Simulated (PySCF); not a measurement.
**Simulated absorption spectrum**

Species: C7H8.
Numbering: `[CH:1]#[C:2][C:3]1=[CH:4][C@H:5]1[CH2:6][CH3:7]` (hydrogens: H8 on C1; H9 on C4; H10 on C5; H11, H12 on C6; H13, H14, H15 on C7)

Level of theory: TDDFT PBE0/def2-SVPD, vertical, gas phase, core orbitals frozen in the response in PySCF. The structure is a single GFN2-xTB conformer in the gas phase; no vibrational or solvent corrections. Torsions of this conformer, `[CH:1]#[C:2][C:3]1=[CH:4][C@H:5]1[CH2:6][CH3:7]`: C4–C5–C6–C7 144°.

Each state is given a Gaussian of 0.4 eV full width at half maximum, with ε(max) = 2.175×10⁸ f / Δν̃ (Δν̃ the width in cm⁻¹). The cross-section is σ = 3.8235×10⁻²¹ ε cm², given in Mb (10⁻¹⁸ cm²). The width is an assumption, not a result. The curve ends short of the highest state used, and states not computed would add to its high-energy end.

(λ (nm), σ (Mb)): (200.3, 0.73), (204.9, 0.88), (209.5, 0.80), (214.2, 0.43), (218.8, 0.17), (223.4, 0.31), (228.0, 1.81), (232.6, 7.17), (237.2, 18.50), (241.9, 32.74), (246.5, 40.41), (251.1, 36.69), (255.7, 25.32), (260.3, 13.69), (264.9, 5.97), (269.6, 2.12), (274.2, 0.67), (278.8, 0.19), (283.4, 0.06), (288.0, 0.02), (292.7, 0.01), (297.3, 0.00), (301.9, 0.00), (306.5, 0.00)

**Question.** Locate the maxima and give the states behind the curve.

**Answer.** 247 nm (5.01 eV), ε about 11000, made up of S2 (100%); 207 nm (6.00 eV), ε about 240, made up of S4 (95%) (ε in L mol⁻¹ cm⁻¹; maxima over ε = 5, shares over 10%). At its high-energy end, 6.19 eV, the curve is still rising (ε about 190, from S4 and S5). The states used: S1 4.64 eV (f 0.0003); S2 5.01 eV (f 0.157); S3 5.86 eV (f 0.0002); S4 6.00 eV (f 0.0033); S5 6.64 eV (f 0.029); S6 6.79 eV (f 0.0091).

**Question.** On this curve, what absorbance would a 10⁻³ mol/L sample give at 280 nm over a 1 cm path?

**Answer.** 280 nm is 4.428 eV, where ε is about 37 L mol⁻¹ cm⁻¹, so A = ε c l ≈ 0.037 (Beer–Lambert, with the gas-phase spectrum and the assumed width).

**Question.** What would ε be at 5.01 eV, the highest of these maxima, with half the width (0.2 eV)?

**Answer.** About 21200 L mol⁻¹ cm⁻¹ against 10600, a factor of about 2.00; a lone state at its own centre would give exactly 2.

**Question.** Coming from long wavelengths, where does ε first pass 100 L mol⁻¹ cm⁻¹?

**Answer.** At about 276 nm (4.49 eV), 0.16 eV below S1.
